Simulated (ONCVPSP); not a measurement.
Transferability test, ONCV potential for Fe (Z = 26)

iron (Fe), optimised norm-conserving Vanderbilt (ONCV), made with ONCVPSP 4.0.1 (PW91, fully relativistic). Core [Ne], reference 3s2 3p6 3d6 4s2. Waves: 3s+4s: rc 1.25 bohr, ncon 4, nbas 7, qcut 10.8 1/bohr, 2 projectors; 3p: rc 1.10 bohr, ncon 5, nbas 8, qcut 10 1/bohr, 2 projectors, debl 2.9 Ha; 3d: rc 1.35 bohr, ncon 3, nbas 8, qcut 10 1/bohr, 2 projectors, debl 3.7 Ha. Local part: polynomial inside 0.85 bohr (lpopt 5, dvloc0 6 Ha). Core correction: none.

Open shells are filled in proportion to 2j + 1.

Energies are relative to the spin-unpolarised reference configuration 3s2 3p6 3d6 4s2; without spin polarisation the order of configurations can differ from experiment.

| valence configuration | charge | ΔE all-electron (eV) | error AE − PS (meV) |
| --- | --- | --- | --- |
| 3s2 3p6 3d5 4s0 | +3 | 59.369 | +15 |
| 3s2 3p5 3d6 4s2 | +1 | 67.748 | -74 |

Q: What are ΔE and the potential's error for 3s2 3p6 3d6 4s0?

A: ΔE = 25.043 eV all-electron; the error (AE − PS) is +6.8 meV.

Q: What are ΔE and the potential's error for 3s2 3p6 3d6 4s1?

A: ΔE = 8.792 eV all-electron; the error (AE − PS) is +1.4 meV.

Levels in the configuration 3s2 3p5 3d6 4s2:

| level | all-electron (eV) | pseudo (eV) |
| --- | --- | --- |
| 3s j=1/2 | -110.141 | -110.390 |
| 3p j=3/2 | -75.481 | -75.636 |
| 3p j=1/2 | -77.071 | -77.231 |
| 3d j=5/2 | -22.378 | -22.390 |
| 3d j=3/2 | -22.553 | -22.564 |
| 4s j=1/2 | -14.242 | -14.248 |
